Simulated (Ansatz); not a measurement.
ClGeH (SMILES [Cl][GeH]) moved off its minimum; all values from Ansatz (a first-principles code), cores frozen in correlated methods.
(charge 0, multiplicity 1)
```xyz
3

Ge     0.5013    -0.2309     0.4326
H      1.5631    -0.3826    -0.5414
Cl    -1.0735     0.3325    -0.9360
```

Task: Give the forces (eV/Å), the total energy and the dipole at CCSD(T)/def2-TZVPPD.

Result: 
```json
[
 {"atom": "Ge1", "Fx": "-1.679", "Fy": "0.116", "Fz": "2.567"},
 {"atom": "H2", "Fx": "1.977", "Fy": "-0.247", "Fz": "-2.109"},
 {"atom": "Cl3", "Fx": "-0.298", "Fy": "0.131", "Fz": "-0.458"}
]
```
Energy -2535.8013 hartree, dipole 1.67 D.

Doubts at one or more of the structures used: a restricted determinant that unrestricted orbitals would lower (CCSD(T)/def2-TZVPPD).
